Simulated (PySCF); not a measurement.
A structure optimised at PBE-D3(BJ)/def2-SVPD, used in a PySCF frequency run:

```
In
Cl 1 2.5268
Cl 1 2.5268 2 109.45
Cl 1 2.5268 2 109.45 3 119.96
```
Charge -1, spin multiplicity 2.

Task: Write its SMILES, formula and point group.

Result: [Cl][In-]([Cl])[Cl], Cl₃In, C3v

Task: What are its rotational constants (standard atomic weights)?

Result: 1.4822, 1.4822, 0.83746 GHz
